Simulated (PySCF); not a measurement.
Working out the ionisation energy of Ni

Ni [Ar] 3d8 4s2 (3F) → Ni⁺ [Ar] 3d9 (2D). Calculation: PySCF 2.14, in aug-cc-pVTZ-DK (8s7p5d3f2g, 93 functions); the spin-free X2C one-electron Hamiltonian (Gaussian nucleus). Frozen: [Ar]. Energies in hartree (1 hartree = 27.21139 eV):

| part | Ni (lower) | Ni⁺ (upper) |
| --- | --- | --- |
| UHF | -1519.099927 | -1518.797697 |
| MP2 opposite-spin | -0.218893 | -0.245212 |
| MP2 same-spin | -0.120104 | -0.139048 |

Q: What does Hartree-Fock give?

A: (-1518.797697) − (-1519.099927) = 0.302230 hartree = 8.224 eV.

Q: What do MP2 and SCS-MP2 (6/5 opposite-spin, 1/3 same-spin) give?

A: The opposite-spin parts differ by -0.716 eV and the same-spin parts by -0.515 eV. MP2: 8.224 + (-0.716) + (-0.515) = 6.993 eV. SCS-MP2: 8.224 + 1.2 × (-0.716) + (-0.515)/3 = 7.193 eV.

A first-order spin-orbit estimate adds 0.048 eV to MP2 (valence), giving 7.041 eV against 7.640 eV (measured; NIST Atomic Spectra Database, ionization energies).

What remains against the reference includes basis incompleteness, the frozen core and correlation beyond second order.
